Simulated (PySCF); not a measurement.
CBrF₂, SMILES Br[C](F)F (connectivity only; charge and spin as stated), charge +1, multiplicity 1.

Geometry: PBE-D3(BJ)/def2-SVP. The spin state was assumed, not searched. The isomer is the one that the SMILES or the coordinates give; other isomers of the formula were not compared.

Computed with PySCF with TDDFT-B3LYP/def2-SVPD.

Vertical excitations. Isolated molecule, no solvent. State labels are in the subgroup C2v.

**Question.** Estimate the UV-visible absorptions. (Estimate from the structure and the level; the computed values follow.)

**Answer.** 
| state | symmetry | energy (eV) | λ (nm) | f | main pairs |
|---|---|---|---|---|---|
| S1 | A2 | 4.19 | 296 | 0.000 | HOMO→LUMO 100 % |
| S2 | A1 | 5.92 | 209 | 0.137 | HOMO−1→LUMO 96 % |
| S3 | B2 | 7.05 | 176 | 0.000 | HOMO→LUMO+1 99 % |
| S4 | B1 | 7.55 | 164 | 0.000 | HOMO−1→LUMO+1 95 % |
| S5 | B1 | 7.71 | 161 | 0.004 | HOMO−2→LUMO 94 % |
| S6 | A2 | 8.12 | 153 | 0.000 | HOMO−3→LUMO 100 % |
| S7 | B2 | 9.77 | 127 | 0.015 | HOMO−4→LUMO 74 %, HOMO→LUMO+2 23 % |
| S8 | B2 | 9.93 | 125 | 0.119 | HOMO→LUMO+2 76 %, HOMO−4→LUMO 21 % |
| S9 | B1 | 10.51 | 118 | 0.084 | HOMO−1→LUMO+2 97 % |
| S10 | A1 | 11.01 | 113 | 0.015 | HOMO→LUMO+3 54 %, HOMO−2→LUMO+1 45 % |
| T1 | A2 | 3.93 | 315 | 0 | HOMO→LUMO 100 % |
| T2 | A1 | 4.06 | 306 | 0 | HOMO−1→LUMO 100 % |
| T3 | B2 | 6.07 | 204 | 0 | HOMO→LUMO+1 99 % |
| T4 | B1 | 6.57 | 189 | 0 | HOMO−1→LUMO+1 84 %, HOMO−2→LUMO 15 % |
Triplets are in the Tamm–Dancoff approximation, which puts them higher than full response would, so one can lie above its singlet here.
